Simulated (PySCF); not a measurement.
OsO₄, SMILES [O]=[Os](=[O])(=[O])=[O], multiplicity 1. Atoms are numbered in the order given.

```xyz
5

Os     0.0000     0.0000     0.0000
O     -0.9851     0.9851    -0.9851
O      0.9851     0.9851     0.9851
O      0.9851    -0.9851    -0.9851
O     -0.9851    -0.9851     0.9851
```

The structure is a stationary point at B3LYP-D3(BJ)/def2-SVP. The spin state was assumed, not searched. The isomer is the one that the SMILES or the coordinates give; other isomers of the formula were not compared. The def2 effective core potentials stand for the cores of Os; spin–orbit coupling is left out.

Calculation: PBE/def2-TZVP run with PySCF.

ESP charges are fitted to the potential on shells at 1.4 to 2.0 van der Waals radii. Atomic charges (e):

| atom | ESP fit | Löwdin | Mulliken |
|---|---|---|---|
| Os1 | 1.20 | 1.08 | (withheld) |
| O2 | -0.30 | -0.27 | (withheld) |
| O3 | -0.30 | -0.27 | (withheld) |
| O4 | -0.30 | -0.27 | (withheld) |
| O5 | -0.30 | -0.27 | (withheld) |

**Question.** What belongs in the gaps? (The exact figures need the calculation; the answer reports its results.)

**Answer.** 
- Os1, Mulliken: 1.46
- O2, Mulliken: -0.37
- O3, Mulliken: -0.37
- O4, Mulliken: -0.37
- O5, Mulliken: -0.37
